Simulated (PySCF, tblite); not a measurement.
Isomers of C4H10FNSi, one GFN2-xTB conformer each. Single-point energies are computed at PBE0/pcSseg-1 (PySCF, gas phase, no added dispersion term), electronic only.

Question: Rank them by PBE0/pcSseg-1 energy, lowest first (kJ/mol).
A. `[CH2:1]=[N:2][SiH2:3][C@@H:4]([F:5])[CH2:6][CH3:7]` with C1–N2–Si3–C4 114°, N2–Si3–C4–F5 -90°, Si3–C4–C6–C7 65°
B. `[NH2:1][CH2:2][C@@:3]1([F:4])[CH2:5][CH2:6][SiH2:7]1` with H–N1–C2–C3 -58° and 60°, N1–C2–C3–F4 63°, C2–C3–C5–C6 110°, C3–C5–C6–Si7 12°, C5–C6–Si7–C3 -10°, C2–C3–Si7–C6 -109°

Answer: A (0.0), B (19.0).

As drawn, the lower has a C=N bond, which the higher lacks; the higher has a four-membered ring and an N–H bond, which the lower lacks. GFN2-xTB itself gives, in the same order: 0.0, 45.4. Both levels put the same isomer lowest.

Which frontier levels, dipoles and rotational constants go with these structures?

| SMILES | HOMO (eV, PBE0/pcSseg-1) | LUMO (eV) | dipole (D) | A, B, C (MHz) |
| --- | --- | --- | --- | --- |
| C=N[SiH2][C@@H](F)CC | -7.11 | -0.98 | 1.36 | 2495, 1534, 1263 |
| NC[C@@]1(F)CC[SiH2]1 | -6.84 | 0.02 | 2.02 | 3062, 1676, 1512 |

What happens when harmonic zero-point energies from GFN2-xTB frequencies are added?

```tsv
SMILES	ZPE (kJ/mol)	electronic (kJ/mol)	with ZPE (kJ/mol)
C=N[SiH2][C@@H](F)CC	343.6	0.0	0.0
NC[C@@]1(F)CC[SiH2]1	351.1	19.0	26.4
```

The zero-point energies span 7.5 kJ/mol. The order is unchanged.
